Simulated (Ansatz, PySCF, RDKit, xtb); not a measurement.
Pair of molecules: C2H4 (SMILES C=C) (first 6 atoms) with HBr (SMILES Br); geometry from B3LYP-D3(BJ)/def2-TZVP.
(charge 0, multiplicity 1):
```xyz
8

C     -0.145    -0.591     0.324
C      0.139     0.689     0.115
H      0.630    -1.347     0.362
H     -1.164    -0.933     0.461
H     -0.637     1.444     0.075
H      1.157     1.030    -0.025
Br     0.326     0.591     3.958
H      0.201     0.385     2.542
```

Interaction energies are E(AB) − E(A) − E(B) at the monomers' geometry in the complex; basis-set methods are counterpoise corrected. RDKit's UFF carries no charges.

Rows in 6-31G* carry no dispersion term and start afresh at each structure (6-31G* with six Cartesian d functions); the Pople sets are all-electron and without relativity. MP2/6-31G* freezes PySCF's default core, which leaves 3d correlated.

The values were computed with Ansatz (a program for electronic structure); PySCF for 6-31G* rows, the dispersion terms; RDKit for the force fields; xtb for the GFN methods. Each number belongs to the level named beside it.

Q: One of these levels gives -3.61 kcal/mol for the interaction energy. Name it.
A. MP2/6-31G*
B. UFF
C. GFN-FF
D. PBE-D4/def2-TZVPPD

A: D, PBE-D4/def2-TZVPPD. The others give 3.09 (UFF), -1.56 (GFN-FF), -1.93 (MP2/6-31G*)
